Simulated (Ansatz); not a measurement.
Reaction (formal exchange of groups at a B–Si bond): `O[SiH2]B(F)Cl` + `CCOC(F)(F)F` → `FB(Cl)OC(F)(F)F` + `CC[SiH2]O`

Computed with Ansatz on PBE0-D4/def2-TZVP structures; ΔE is electronic, products minus reactants. CBS: MP2 limit from def2 TZ/QZ plus the TZ coupled-cluster correction, frozen cores. Functionals use def2-TZVPP. Each species was taken in one conformer, which may not be the lowest.

CCSD(T)/CBS gives -187.7 kJ/mol.

**Question.** Another level gave -177.6 kJ/mol. Which?
A. BHLYP-D4/def2-TZVPP
B. revPBE/def2-TZVPP
C. BLYP-D4/def2-TZVPP
D. PBE0-D4/def2-TZVPP

**Answer.** C. BLYP-D4 -177.6, BHLYP-D4 -191.3, PBE0-D4 -182.6, revPBE -169.6 kJ/mol.

Largest T1 diagnostic among the species: 0.013.

From r2SCAN to r2SCAN0 (25 % exact exchange), in def2-TZVPP and without D4, ΔE moves by −5.1 kJ/mol. Leaving LDA and LC-ωPBE aside and taking each functional with its dispersion term where it has one, the values, not all of them listed here, spread over 18.7 kJ/mol, from B97M-V to PBE-D4. LDA lies −7.7 kJ/mol from PBE without D4.
